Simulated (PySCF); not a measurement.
CH4BrInO. Atoms are numbered in the order given.

```xyz
8

In    -0.6033     0.0059     0.3455
Br     1.5939    -0.0220    -0.8976
C     -1.0063    -1.1808     2.0994
H     -1.2211    -2.2101     1.7795
H     -1.8750    -0.7616     2.6239
H     -0.1214    -1.1740     2.7493
O     -1.9258     1.2524    -0.4975
H     -1.5656     1.6889    -1.2829
```
Charge 0, spin multiplicity 1.

Coordinates come from a B3LYP-D3(BJ)/def2-SVP optimisation. The def2 effective core potentials stand for the cores of In; spin–orbit coupling is left out. The values are those of a single conformer.

All values below come from ωB97X/def2-TZVP (PySCF).

ESP charges are fitted to the potential on shells at 1.4 to 2.0 van der Waals radii. Atomic charges (e):

```csv
atom,Mulliken,Löwdin,ESP fit
In1,0.84,0.24,___
Br2,-0.38,0.04,___
C3,-0.59,-0.50,___
H4,0.15,0.13,0.16
H5,0.16,0.13,0.19
H6,0.15,0.13,0.14
O7,-0.66,-0.33,-0.72
H8,0.32,0.16,0.35
```

Fill in the missing entries. (An estimate is asked for; the answer gives what the named calculation found.)


- In1, ESP fit: 0.84
- Br2, ESP fit: -0.36
- C3, ESP fit: -0.61
